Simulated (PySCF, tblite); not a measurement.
## MgClCH3 and water

A gas-phase complex of MgClCH3 and water; neutral, singlet. The structure comes from a short search (6 tight-binding starts) and was relaxed by PBE0-D3(BJ)/def2-SVPD; another way of binding may lie lower. Frequencies by PBE0-D3(BJ)/def2-SVPD show no clear imaginary mode.

Parts: 1 = MgClCH3 ([CH3][Mg][Cl]), atoms 1–6; 2 = water (O), atoms 7–9.

```xyz
9

C     0.154    0.904   -0.421
Mg   -0.464   -0.918    0.384
Cl   -0.348   -2.655    1.870
H    -0.145    1.013   -1.477
H     1.251    1.019   -0.390
H    -0.266    1.771    0.118
O    -2.059   -1.942   -0.469
H    -2.161   -2.750    0.057
H    -2.692   -1.922   -1.190
```
Atom numbers follow the order of the file, from 1.

```csv
contact,kind (by geometry),distance (Å),angle (°)
Mg2···O7,ion contact,2.079,-
```

Deforming the relaxed parts to their shape here costs 3.7 kcal/mol, which the interaction energies leave out.

Interaction energies are complex less parts, with the parts frozen as they stand in it; counterpoise-corrected, in kcal/mol (PySCF).

(1) Give the interaction energy at each level run.

(2) What holds them together? Decompose the wB97M-D3(BJ)/def2-TZVPD energy: frozen parts, their antisymmetrised product, then relaxation.

The parts were also relaxed and run alone, at the levels used for the complex: shieldings by PBE0/pcSseg-2.

(3) How do these values change when the complex forms?

(4) What are the binding energy from relaxed parts (wB97M-D3(BJ)/def2-TZVPD), and ΔH and ΔG of association at 298.15 K and 1 atm?

Results:

(1) 
```
                  level  interaction  superposition error removed
wB97M-D3(BJ)/def2-TZVPD       -23.06                        -0.21
 PBE0-D3(BJ)/def2-TZVPD       -23.35                        -0.24
```

(2) electrostatic -38.7, Pauli repulsion +31.0, orbital relaxation -14.1, dispersion correction -1.5 kcal/mol, which sum to the value before the counterpoise correction; the Pauli term holds the exchange-correlation of the frozen density too. Of the attraction, 71 % is electrostatic, 26 % is orbital relaxation, 3 % is dispersion correction.

(3) 
```
              property  alone  in the complex  change
shielding of Mg2 (ppm)  469.0           485.6   +16.6
 shielding of O7 (ppm)  328.9           299.4   -29.5
```

(4) -19.35 kcal/mol, -17.48 with zero-point energy; ΔH -17.9 and ΔG -10.0 kcal/mol, from harmonic vibrations by PBE0-D3(BJ)/def2-SVPD with low modes damped.

The 4 runs behind this took 7.7 min in all, one thread each of Arm Neoverse V1 on a shared host, launched as `OMP_NUM_THREADS=1 python cluster_run.py task.json out`.
